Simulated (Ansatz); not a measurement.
A series at B: from `BrB(Br)Br`, ligands are replaced one by one, each step taking up CH₃OH and setting free HBr; n counts the steps. Ansatz, PBE0-D4/def2-TZVP geometries. Each molecule was computed in one conformer, which needn't be the lowest.

```tsv
n	molecule	HOMO energy, ωB97M-V/def2-TZVPP (eV)
0	`BrB(Br)Br`	?
1	`COB(Br)Br`	-10.34
2	`COB(Br)OC`	-10.47
3	`COB(OC)OC`	-10.55
```

Q: By hand: fit a straight line y = ȳ + b (n − n̄) to the 3 given rows and predict n = 0.

A: n̄ = 2.000, ȳ = -10.453; Σ(n − n̄)(y − ȳ) = -0.210, Σ(n − n̄)² = 2.000, so b = -0.105 eV a step. Prediction: -10.453 + (-0.105) × (-2.000) = -10.24 eV.

Q: By hand: compare with the computed value, -10.50 eV, and give the steps along the whole series.

A: The line misses by -0.26 eV (computed minus predicted). Steps: 0.16, -0.13, -0.08 eV.

The steps change sign along the series, so a line is a poor guide. The highest orbital can change its character along such a series. The miss is 123.8 % of the series' range.

Spin–orbit coupling is left out; it splits and shifts lone-pair levels of the heavy atoms by tenths of an eV.
